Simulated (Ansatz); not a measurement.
The same path of CH$_{6}$BClGe (10 atoms, charge 0, multiplicity 1) was run twice with different band settings.

The calculation used Ansatz 0.2.0, RKS r2SCAN/def2-SVP.

Relaxed end points:

```xyz
10
Properties=species:S:1:pos:R:3
C -1.144 1.041 -0.166
B -0.425 -0.228 -0.678
Ge 1.183 -1.033 0.331
Cl 1.518 0.132 2.159
H -0.586 1.847 -0.698
H -2.192 1.151 -0.485
H -1.022 1.256 0.906
H -0.735 -0.750 -1.727
H 2.517 -0.980 -0.436
H 0.968 -2.485 0.798
```

```xyz
10
Properties=species:S:1:pos:R:3
C -1.107 1.073 -0.199
B -0.431 -0.234 -0.672
Ge 1.232 -0.989 0.283
Cl 1.845 0.429 1.840
H -0.469 1.748 0.391
H -1.669 1.619 -0.972
H -1.877 0.691 0.511
H -0.902 -0.899 -1.570
H 2.463 -1.164 -0.625
H 0.997 -2.324 1.016
```

Common settings: movable images 7; climbing image yes; spring 5.0 eV/Å²; start path through a guess of the saddle point; force threshold 0.05 eV/Å; end points relaxed.

| run | optimiser | iteration limit | largest step |
| --- | --- | --- | --- |
| 1 | quadratic models (default) | 56 | default |
| 2 | fire | 60 | 0.5 Å |

(1) What does each run give, and how far can it be trusted?

## Answers

(1) Run 1: converged after 22 iterations, highest image 0.018 eV above the first end. A vibrational analysis at the climbing image gives one clearly imaginary mode, 155i cm⁻¹: a first-order saddle point.
Run 2: not converged after 60 iterations, highest image 0.018 eV above the first end. The band didn't meet its force threshold, so its energies are provisional: the largest band force was still 0.10 eV/Å, and over the last iterations the top stayed at 0.02 eV.
